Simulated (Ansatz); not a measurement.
```yaml
crystal:
  periodic: [false, false, false]
  atoms:
    - {symbol: Hg, position_ang: [-0.000013, -0.000596, 0.000637]}
    - {symbol: Cl, position_ang: [-1.938062, 0.869333, 0.762439]}
    - {symbol: Cl, position_ang: [1.938085, -0.868737, -0.763076]}
basis:
  gaussian: {orbitals: def2-mTZVP}
total_charge: 1
magnetization: {spin_polarized: true, initial_magnetization: 1}
hamiltonian: {xc: {name: rPW86-PBE}, dispersion: d4}
scf: {omitted_lower_state_checks: [starts]}
output: {forces: true}
```

```sh
$ ansatz run in.yaml --threads 4 --pin off --events-out ev --progress --plain --max-ram 3916MiB
```

Shortened log:

```
Functional definition: rPW86-PBE
820 factors; their error is unknown
mean field evaluation 1: about -29223.9541 eV, gradient 5.0e1 eV
mean field evaluation 2: about -29134.1277 eV, gradient 1.4e2 eV
mean field evaluation 4: about -29239.0107 eV, gradient 8.6e0 eV
mean field evaluation 8: about -29239.4846 eV, gradient 1.4e0 eV
mean field evaluation 16: about -29239.4835 eV, gradient 4.4e-3 eV
mean field evaluation 32: about -29239.4835 eV, gradient 4.0e-7 eV
mean field -29239.48345110 eV, -1074.5311975943 hartree, gradient 2.2e-10 eV, S^2 0.752023; 0 other end points of the search recorded, 0 dependent functions left out
reference -29239.48354784 eV, -1074.5312011493 hartree; 27, 26 occupied and 53, 54 virtual orbitals, 820 factors
Total energy: -29239.56630295 eV, -1074.5342423437 hartree
Atom 0 at    -0.000013    -0.000596     0.000637 Å, force     0.000014     0.000521    -0.000557 eV/Å
Atom 1 at    -1.938062     0.869333     0.762439 Å, force    -0.914242     0.409684     0.360089 eV/Å
Atom 2 at     1.938085    -0.868737    -0.763076 Å, force     0.914228    -0.410205    -0.359532 eV/Å
Dipole moment:    -0.000001    -0.000022     0.000023 e Å
Checks for a lower state left out: starts
```

Run time 25 s (4 threads of Arm Neoverse V2 on a shared host).

In the def2 sets Hg takes a core potential; there is no spin–orbit coupling.

The dipole of an ion depends on the origin.
